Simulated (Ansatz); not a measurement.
Program: Ansatz. Geometries: PBE0-D4/def2-TZVP. ΔE: electronic, gas phase. CCSD(T)/CBS adds triple-zeta CCSD(T) − MP2 to the extrapolated MP2 energy (def2 sets, frozen cores). This one scheme is used for every species. One conformer a species, not always the lowest.

Consider the ligand exchange at a B–C bond: `BC[SiH2][NH][AlH2]` + `N=C=O` → `BN=C=O` + `C[SiH2][NH][AlH2]`.

| level | ΔE (eV) |
| --- | --- |
| MP2/def2-TZVPP | -0.97 |
| SCS-MP2/def2-TZVPP | -0.99 |

(1) What does CCSD(T)/CBS give? (Best estimate.)

Largest T1 diagnostic among the species: 0.018.

## Answers

(1) Computed: -0.94 eV. The listed levels differ from it by -0.03, -0.05 eV.

The D4 term adds +0.04 eV with B3LYP and +0.02 eV with PBE0; it sums over pairs of atoms, weighted by their polarisabilities, and B3LYP, whose exchange is more repulsive, gets the larger term. In def2-TZVPP, CCSD(T) changes the Hartree–Fock value by +0.18 eV (the triples alone add +0.02 eV) and MP2 by +0.16 eV.

B3LYP here is the variant with VWN-RPA as its local correlation; programs differ in this.
